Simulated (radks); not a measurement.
Values are calculated unless marked as measured or tabulated.
Question: Ionisation of In+, [Kr] 4d10 5s2, to In2+, [Kr] 4d10 5s1, under several functionals. Scalar-relativistic Kohn-Sham, spin-polarised, spherical densities, finite nucleus; open shells are filled with parallel spins first (spin-orbit coupling, left out, can overturn this in heavy ions); a radial shooting solver on a logarithmic mesh with Libxc functionals. Known Delta-SCF values: PBEsol 18.978 eV; B86b exchange with PBE correlation 19.005 eV; exchange-only LDA 18.062 eV. What does PBE give, and what is its highest occupied eigenvalue?

Answer: 18.979 eV by Delta-SCF; the 5s eigenvalue is -14.925 eV. NIST: 18.870 eV (measured).
